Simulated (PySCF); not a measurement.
Molecule: `FC1=C(F)CC=C1`, C5H4F2.

Bonds (- single, = double, # triple, : aromatic): F1-C2 1.323 Å, C2=C3 1.347 Å, C3-F4 1.323 Å, C3-C5 1.489 Å, C5-C6 1.500 Å, C6=C7 1.349 Å, C7-C2 1.459 Å. C5 carries H8, H9; C6 carries H10; C7 carries H11.

Spin–spin couplings on one PBE0-D3(BJ)/def2-SVP geometry, PySCF 2.14.0 with density-fitted response routines, gas phase, non-relativistic, equivalent pairs averaged (spin–dipole term only in couplings to heteroatoms); isotopes ¹³C, ¹⁹F, ¹H; functional B3LYP.

Problem. How do the couplings (Hz) change with the basis set? Times are CPU seconds on 1 thread of an Arm Neoverse V1, shared host. Far from the basis limit: pcJ-0, 6-31G*, def2-TZVP, cc-pVTZ.

Solution. 
```tsv
basis set	functions	¹J(C3,F4)	¹J(F1,C2)	¹J(C6,H10)	¹J(C7,H11)	¹J(C5,H8)	¹J(C2,C3)	¹J(C2,C7)	core-s
pcJ-0	103	-424.3	-410.1	170.1	164.5	118.7	78.7	58.1	12
6-31G*	106	-216.2	-198.8	178.8	171.4	149.1	120.0	87.3	13
def2-TZVP	241	-379.0	-366.1	179.0	170.2	127.4	108.9	72.6	45
cc-pVTZ	266	-336.3	-322.2	171.1	161.5	116.7	134.2	69.0	52
```

The Fermi-contact term samples the wavefunction at the nucleus, which is why sets with added tight s functions (names with J) are made for couplings.
